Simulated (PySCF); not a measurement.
C2H6F2Si, SMILES [Si@H](CF)(F)C. Geometry optimised at PBE-D3(BJ)/def2-SVP. The structure was generated by enumeration; whether it is a known compound was not checked. Other conformers were not sampled.

Calculation: PBE-D3(BJ)/def2-SVP (PySCF).

Harmonic wavenumbers (cm⁻¹): 82, 127, 141, 212, 245, 313, 593, 644, 687, 743, 761, 819, 854, 919, 1047, 1200, 1223, 1265, 1377, 1382, 1395, 2187, 2927, 2977, 2982, 3076, 3082. Rotational constants (GHz): 5.804, 2.470, 1.920; symmetry number 1.

Question: Work out the zero-point energy and the ideal-gas rigid-rotor harmonic-oscillator thermochemistry at 298.15 K and 1 atm.

Answer: ZPE = ½ Σ hcν = ½ × 33259 cm⁻¹ = 198.93 kJ/mol. H − E(el) = 220.53 kJ/mol. Entropy in J/(mol K): translation 165.69, rotation 112.38, vibration 71.88, total 349.95. G − E(el) = 116.19 kJ/mol. Cp = 109.59 J/(mol K). Modes under 150 cm⁻¹ make the vibrational entropy uncertain.
